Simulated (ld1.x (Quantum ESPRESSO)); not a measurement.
## hafnium, TM: configuration errors across variants

Hf (Z = 72), norm-conserving Troullier–Martins (Kleinman–Bylander form), made with ld1.x (Quantum ESPRESSO) 7.5 (PBE, fully relativistic). Core [Kr] 4d10, reference 4f14 5s2 5p6 5d2 6s1 6p0 (charge +1). Waves: 5p (bound): rc 1.80 bohr; 5d (bound): rc 2.00 bohr; 4f (bound): rc 1.05 bohr; 5s (bound): rc 1.55 bohr. Local part: the s channel. Core correction: none.

Open shells are filled in proportion to 2j + 1 (rel_dist='average').

Occupied shells without a wave of their own: 6s. They enter only through the test configuration that unscreens the potential.

All-electron excitation energies from the reference (eV): (1) 4f14 5s2 5p6 5d2 6s2 6p0 -7.980; (2) 4f14 5s2 5p6 5d2 6s0 6p0 14.180; (3) 4f14 5s2 5p6 5d1 6s0 6p0 35.963; (4) 4f14 5s1 5p6 5d2 6s2 6p0 65.001; (5) 4f14 5s2 5p6 5d2 6s1.5 6p0 -4.724; (6) 4f14 5s2 5p6 5d3 6s0 6p0 2.012; (7) 4f14 5s2 5p6 5d1 6s2 6p0 -1.480.

For the base: The 6s level has no wave, so the channel is fitted at the deeper level alone: the likely source of the large errors.

On the changes marked as counting shells twice: ld1.x takes every shell without a wave as core, so the model core holds the marked electrons as well and exchange and correlation see them twice. This cancels in the reference configuration, but the file is broken for other ones, and its errors say nothing about a proper core correction.

2 further variants failed, have other tests or another functional or relativity, and are left out.

The file “base” misses its own reference levels by 0.6 eV. The file “wave 5d (bound): rc 2.00 bohr becomes 5d (bound): rc 1.36 bohr” misses its own reference levels by 0.6 eV. The file “wave 4f (bound): rc 1.05 bohr becomes 4f (bound): rc 1.30 bohr” misses its own reference levels by 0.6 eV. The file “core correction a·sin(br)/r model core inside 1.00 bohr (6s counted twice)” misses its own reference levels by 0.6 eV.

Errors AE − PS in meV (a dash: test not solved or not reliable):

| change | (1) | (2) | (3) | (4) | (5) | (6) | (7) | bound ghosts |
| --- | --- | --- | --- | --- | --- | --- | --- | --- |
| base | +497 | -788 | -1070 | +905 | +278 | -569 | +689 | not determined |
| wave 5d (bound): rc 2.00 bohr becomes 5d (bound): rc 1.36 bohr | +497 | -787 | -1069 | +905 | +278 | -569 | +691 | not determined |
| wave 4f (bound): rc 1.05 bohr becomes 4f (bound): rc 1.30 bohr | +497 | -788 | -1070 | +910 | +278 | -570 | +689 | not determined |
| core correction a·sin(br)/r model core inside 1.00 bohr (6s counted twice) | – | -873 | -1291 | – | +256 | -575 | +681 | not determined |

(1) Give the same row for: local potential the p channel.

Answers

(1) -256, +403, +548, -448, -143, +284, -368; bound ghosts: not determined.
